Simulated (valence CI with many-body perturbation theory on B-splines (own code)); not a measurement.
**Pb⁷⁵⁺: what each term of the Hamiltonian does**

Computed by valence CI with perturbative core correlation (CI+MBPT): five valence electrons over a frozen Dirac-Fock core [He], a basis of 9 s, 9 p, 8 d, 6 f, 3 g, 1 h functions for each j, with the one-electron correlation potential Σ1, the two-electron term Σ2, the three-electron term Σ3, Breit, model QED; selected CI, second order for the rest (own B-spline code, finite nucleus).

The last digits are not significant, and no measured levels were compared; by estimate large intervals hold to a few tenths of a per cent, small ones and those within an open d or f shell to about a per cent. Among the levels kept, up to 1100 cm⁻¹ of a level comes from second order outside the variational space, and about a tenth of that is noise between levels of different J, which matters for small intervals.

Each rung adds one term. CI alone is the Dirac-Coulomb CI over the frozen core; QED comes last and gives the full result, which names the levels. Energies are above (2s^2 2p1/2^2 2p3/2) J=3/2 on the same rung, in × 10³ cm⁻¹.

Levels are named by their leading jj configuration (3d3/2^4 stands for four electrons in 3d with j = 3/2), which in mixed levels can hold well under half, so a name can repeat and another be missing. Letters in brackets count levels of one name in rising energy.

```tsv
Level	CI alone
(2s^2 2p1/2 2p3/2^2) J=3/2	18389
(2s^2 2p1/2 2p3/2^2) J=5/2	18685
(2s^2 2p1/2 2p3/2^2) J=1/2	19051
(2s 2p1/2^2 2p3/2^2) J=5/2	21782
(2s 2p1/2^2 2p3/2^2) J=1/2	22658
(2s 2p1/2^2 2p3/2^2) J=3/2	22743
(2s^2 2p3/2^3) J=3/2	37520
(2s 2p1/2 2p3/2^3) J=3/2 [a]	40369
(2s 2p1/2 2p3/2^3) J=5/2	40836
(2s 2p1/2 2p3/2^3) J=1/2	41355
(2s 2p1/2 2p3/2^3) J=3/2 [b]	41470
(2p1/2^2 2p3/2^3) J=3/2	45095
(2s 2p3/2^4) J=1/2	59906
(2p1/2 2p3/2^4) J=1/2	63770
(2s^2 2p1/2^2 3s) J=1/2	87251
(2s^2 2p1/2^2 3p1/2) J=1/2	88256
```

Task: What do these energies become with core correlation, Breit and QED?

Result: (2s^2 2p1/2 2p3/2^2) J=3/2 18175 (-213.38); (2s^2 2p1/2 2p3/2^2) J=5/2 18359 (-325.99); (2s^2 2p1/2 2p3/2^2) J=1/2 18868 (-182.08); (2s 2p1/2^2 2p3/2^2) J=5/2 21481 (-301.00); (2s 2p1/2^2 2p3/2^2) J=1/2 22474 (-184.46); (2s 2p1/2^2 2p3/2^2) J=3/2 22483 (-259.49); (2s^2 2p3/2^3) J=3/2 37094 (-425.90); (2s 2p1/2 2p3/2^3) J=3/2 [a] 39922 (-446.36); (2s 2p1/2 2p3/2^3) J=5/2 40270 (-566.41); (2s 2p1/2 2p3/2^3) J=1/2 40910 (-445.04); (2s 2p1/2 2p3/2^3) J=3/2 [b] 40962 (-508.32); (2p1/2^2 2p3/2^3) J=3/2 44608 (-486.51); (2s 2p3/2^4) J=1/2 59267 (-638.96); (2p1/2 2p3/2^4) J=1/2 63066 (-703.46); (2s^2 2p1/2^2 3s) J=1/2 87194 (-56.46); (2s^2 2p1/2^2 3p1/2) J=1/2 88199 (-56.73).

Task: How does the ionisation energy move along the ladder, and which term matters most?

Result: CI alone 20779, + Σ1 20779, + Σ2 20779, + Σ3 20779, + Breit 20760, + QED 20756 eV. The largest step is Breit, -19 eV. NIST lists 20750 ± 100 eV (theoretical).
